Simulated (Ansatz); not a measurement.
# Energy profile

The step: SnH₃F ([F][SnH3]) + CH₄ → CH₆Sn ([CH3][SnH3]) + HF; bonds formed: Sn1–C7, F2–H6; bonds broken: Sn1–F2, H6–C7 (atoms numbered as in the saddle structure below).

Sn1  (-0.905, 0.824, -0.103)
F2  (-0.992, -1.211, -1.058)
H3  (-1.048, 1.462, -1.669)
H4  (-2.309, 0.382, 0.741)
H5  (-0.037, 1.961, 0.862)
H6  (0.025, -1.003, -0.437)
C7  (1.052, -0.556, 0.299)
H8  (0.991, -0.490, 1.385)
H9  (1.761, 0.177, -0.085)
H10  (1.462, -1.547, 0.064)
(Å)

Electronic energies by CCSD(T) at an estimated basis limit (MP2 extrapolated from triple and quadruple zeta, plus CCSD(T) − MP2 in triple zeta), on PBE0-D4/def2-TZVP structures; CH$_{7}$FSn, singlet; no counterpoise correction. Computed with Ansatz 0.2.0 (basis: def2-TZVPP and def2-QZVPP); correlated methods freeze the cores. Filled d shells of the heavier atoms are correlated. Core potentials replace the inner electrons of the atoms past krypton. The def2 sets are not built for correlating such inner shells, so the correlated values are less sure here. Extrapolation: Hartree–Fock as exp(−7.88 √X), correlation as X^−2.97.

(1) Give the profile in kcal/mol, counted from the separated reactants. (Judge from chemistry; the value comes from the calculation.)

The T1 diagnostic stays at or below 0.014.

Answers

(1) Computed:
```tsv
point	kcal/mol
separated: SnH$_{3}$F (linked as [F][SnH3]; Sn1, F2, H3, H4, H5; singlet) + CH$_{4}$ (H6, C7, H8, H9, H10; singlet)	0.00
start structure	-1.27
saddle	46.80
end structure	14.52
separated: CH$_{6}$Sn (linked as [CH3][SnH3]; Sn1, H3, H4, H5, C7, H8, H9, H10; singlet) + HF (F2, H6; singlet)	17.23
```

For scale, one of the runs: CCSD(T)/def2-TZVPP, 210 basis functions, launched by `ansatz run in.yaml --threads 4 --pin off --events-out ev --progress --plain --max-ram 9574MiB`. Time: 110 s of wall clock on 4 CPU threads of an Intel Xeon; the host was shared. Peak host memory: 3.3 GiB.
